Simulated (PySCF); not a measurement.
Ir³⁺ (iridium, charge +3) across methods

[Xe] 4f14 5d6, high-spin 5D determinant. Computed with PySCF 2.14 in def2-QZVPPD with the def2 core potential (60 electrons) (7s5p4d4f2g, 88 functions), with a scalar-relativistic core potential.

```
 method  E (hartree)  mean ε 5p β (eV)  mean ε 5d α (eV)  mean ε 5d β (eV)  Σ⟨r²⟩ (bohr²)   ⟨S²⟩
r2SCANh    -102.2166           -85.587           -39.375           -36.068          27.51  6.002
   BP86    -102.2801           -83.968           -38.258           -35.588          27.69  6.001
    PBE    -102.2041           -83.774           -38.212           -35.390          27.72  6.001
   PBE0    -102.1843           -86.460           -40.072           -37.001          27.60  6.001
 r2SCAN    -102.2330           -84.637           -38.675           -35.421          27.53  6.002
  B97-3    -102.2116           -86.783           -39.988           -37.179          27.55  6.001
 revPBE    -102.2626           -83.762           -38.166           -35.375          27.67  6.001
    UHF   -101.57722           -93.159           -44.795           -40.704          27.49  6.003
    LDA    -101.9485           -83.802           -38.277           -35.399          27.90  6.000
```

Energies and moments cover only the electrons outside the core potential. Spin-orbit coupling, absent here, splits the open shell strongly.
